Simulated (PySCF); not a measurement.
AuCl, multiplicity 1. Atoms are numbered in the order given.

```xyz
2

Au     0.0000     0.0000    -0.3991
Cl     0.0000     0.0000     1.8546
```

Coordinates come from a B3LYP-D3(BJ)/def2-TZVPD optimisation. The spin state was assumed, not searched. The def2 effective core potentials stand for the cores of Au; spin–orbit coupling is left out.

Calculation: PBE/def2-TZVPD in PySCF.

Isolated molecule, no solvent.

```
Property                                                                                                        Value
---------------------------------------------------------------------------------------------  ----------------------
total energy                                                                                       -595.81577 hartree
point group                                                                                                       C∞v
highest occupied level                                                                                       -6.80 eV
lowest empty level                                                                                           -4.84 eV
orbital gap                                                                                                   1.96 eV
dipole moment                                                                                                  3.33 D
quadrupole, principal values (traceless, Buckingham form, about the centre of nuclear charge)  -0.70, -0.70, 1.41 D·Å
mean static polarisability                                                                       47.1 bohr³ (6.97 Å³)
polarisability, principal values                                                               38.6, 38.6, 63.9 bohr³
```
